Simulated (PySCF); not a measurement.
Computed shifts of a molecule C4H8Si2, B3LYP/pcSseg-1 in PySCF, GIAO, gas phase, atoms alike by connectivity averaged where their shifts nearly agree, in ppm (number of nuclei): ²⁹Si: -37.2 (1), -71.2 (1). ¹³C: 173.3 (1), 161.9 (1), 144.8 (1), 141.3 (1). ¹H: 7.82 (1), 7.49 (1), 6.88 (1), 4.90 (2), 4.63 (3). References: ²⁹Si against TMS (σ = 338.7 ppm); ¹³C against TMS (σ = 181.3 ppm); ¹H against TMS (σ = 31.68 ppm), references at their B3LYP-D3(BJ)/def2-TZVP geometries, non-relativistic. Coordinates come from a r2SCAN-D4/def2-SVP optimisation. The values are those of a single conformer.

Question: Pick the molecule that these values belong to.
(A) [SiH3]C1=CC=C[SiH2]1
(B) C=C1[SiH2]C=C[SiH2]1
(C) C=C([SiH3])C#C[SiH3]
(D) [SiH3]C#C/C=C/[SiH3]

Answer: A, [SiH3]C1=CC=C[SiH2]1
